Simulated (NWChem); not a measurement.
Molecule: C₂H₆O₂Si; SMILES [SiH3]C(OC)=O

```xyz
11

C     -0.3952    -2.3068     0.0085
O     -0.7542    -0.9102    -0.0156
C      0.2833    -0.0402    -0.0149
O      1.4466    -0.3865     0.0000
Si    -0.2631     1.8075    -0.0018
H     -1.3398    -2.8507     0.0104
H      0.1854    -2.5365     0.9059
H      0.1970    -2.5638    -0.8736
H      0.5535     2.5149    -1.0168
H      0.0451     2.3409     1.3486
H     -1.7088     1.9671    -0.2940
```
Atoms are numbered in this order, from 1.

Computed with NWChem. Pople sets run with spherical d functions. Geometry: optimised at B3LYP/6-31G* (spherical d). B3LYP is NWChem's, with the RPA form of VWN correlation. Level: B3LYP/6-31G* with SMD (1 M gas to 1 M solution), gas-phase geometry. Reactions with the solvent are ignored.

### Question
Estimate the computed values for solvent water. Quantities: solvation free energy (kcal/mol); cavity-dispersion-structure term (kcal/mol); dipole in solution (D).

### Answer
| Item | Result |
|---|---|
| solvation free energy (kcal/mol) | -0.5 |
| cavity-dispersion-structure term (kcal/mol) | 5.2 |
| dipole in solution (D) | 2.26 |
